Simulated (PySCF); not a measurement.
**Ionisation energy of Hg⁺ by level of theory**

Hg⁺ [Xe] 4f14 5d10 6s1 (2S) → Hg²⁺ [Xe] 4f14 5d10 (1S), as a difference of total energies. Computed with PySCF 2.14 in def2-TZVPPD with the def2 core potential (60 electrons) (6s6p3d2f1g, 62 functions), with a scalar-relativistic core potential. Correlated levels: valence and next inner shell: nothing frozen outside the core potential. The calculations carry no spin-orbit coupling.

```
                                method  ionisation energy (eV)
                                   UHF                  17.144
    MP2 (valence and next inner shell)                  18.819
SCS-MP2 (valence and next inner shell)                  18.560
   CCSD (valence and next inner shell)                  18.483
CCSD(T) (valence and next inner shell)                  18.573
```

Q: How much does correlation contribute at CCSD(T) (valence and next inner shell)?

A: 18.573 − (17.144) = 1.429 eV, measured against UHF.

Errors of the correlated levels include the incompleteness of this basis.

For comparison: 18.757 eV (measured; NIST Atomic Spectra Database, ionization energies).
